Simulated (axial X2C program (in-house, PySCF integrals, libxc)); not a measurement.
Worked dissociation energy of NaBr⁺: CCSD, two-component

All values were computed with an in-house relativistic program for diatomic molecules. Two-component (2c) means X2C with spin–orbit coupling and atomic mean-field two-electron Coulomb and Gaunt terms. Basis: Br dyall-cv3z [8s9p6d4f1g], Na dyall-cv3z [9s8p5d2f] (cores contracted in-house); Gaussian nuclei, density fitting, unrestricted open shells. Masses: Br 78.918 u, Na 22.990 u.

Molecular state: Ω = 3/2 (⟨Sz⟩ = 0.50, ⟨Lz⟩ = 1.00 at HF).

Correlated methods: 15 electrons correlated (number of frozen shells: Br 3 s, 2 p, 1 d; Na 1 s), 235 virtual spin orbitals or spinors in MP2, 90 natural virtuals in coupled cluster.

```
E(Br) (2M_J = 1)  : -2603.762728 hartree
E(Na+) (2M_J = 0) : -162.143275 hartree
E(NaBr⁺) at Re    : -2765.919348 hartree
ωe                : 140.1 cm⁻¹
```

**Question.** Work out De and D0.

**Answer.** De = -2603.762728 + (-162.143275) − (-2765.919348) = 0.01335 hartree = 0.363 eV. The zero-point energy is ωe/2 = 70 cm⁻¹ = 0.009 eV, so D0 = 0.354 eV.

One determinant describes the state; a PBE0 search over occupations chose it and may have missed a lower one. Dissociation energies refer to the lowest single-determinant-based atoms at the same level and basis. CCSD ran in a truncated set of natural virtual spinors with an MP2 remainder; without triples it tends to underbind. PBE0 can misorder states that lie within some tenths of an eV, so this need not be the ground state of the molecule. The nearest other 2c determinant of the search, Ω = 1/2, lies 0.24 eV up at the distance of the search.

Each atomic determinant is the lowest at this level and need not be a pure J level. Totals compare only within one Hamiltonian and basis.
